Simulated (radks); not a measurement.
Values are calculated unless marked as measured or tabulated.
Fractional charge and spin in the 5p shell of terbium: the spin-up occupation runs from 2 to 3 and the spin-down occupation from 2 to 3; the fullest corner is Tb3+, [Kr] 4d10 4f(up 4, down 4) 5s2 5p(up 3, down 3). Level of theory: scalar-relativistic Kohn-Sham, LDA (Slater exchange, Perdew-Wang correlation), spin-polarised, spherical densities, finite nucleus; Fermi nuclear charge, rms radius of each element as measured or else 0.836 A^(1/3) + 0.57 fm (a radial shooting solver on a logarithmic mesh with Libxc functionals). Energy (eV) above the fullest corner. The planes named below are the two flat planes that join the four corners, with an edge along up + down = one added electron.

\begin{tabular}{lrrrrr}
down \ up & 2 & 2.25 & 2.5 & 2.75 & 3 \\ \hline
2 & 134.168 & 114.214 & 95.158 & 76.993 & 59.711 \\
2.25 & 114.214 & 95.211 & 77.096 & 59.862 & 43.502 \\
2.5 & 95.158 & 77.096 & 59.912 & 43.601 & 28.153 \\
2.75 & 76.993 & 59.862 & 43.601 & 28.201 & 13.655 \\
3 & 59.711 & 43.502 & 28.153 & 13.655 & 0.000 \\
\end{tabular}

Corners above the fullest one (they belong to Tb4+ and the next ion): (up 3, down 2) 59.711 eV, (up 2, down 3) 59.711 eV, (up 2, down 2) 134.17 eV. With half an added electron in each spin the energy lies 0.202 eV from the planes, and with half an added electron in spin up alone -1.782 eV. The planes are only a guide here: the flat-plane condition holds for ground states with one frontier orbital, while this shell lies below other occupied shells, so the corners above the fullest one are inner-hole states and not the ground states of those ions.
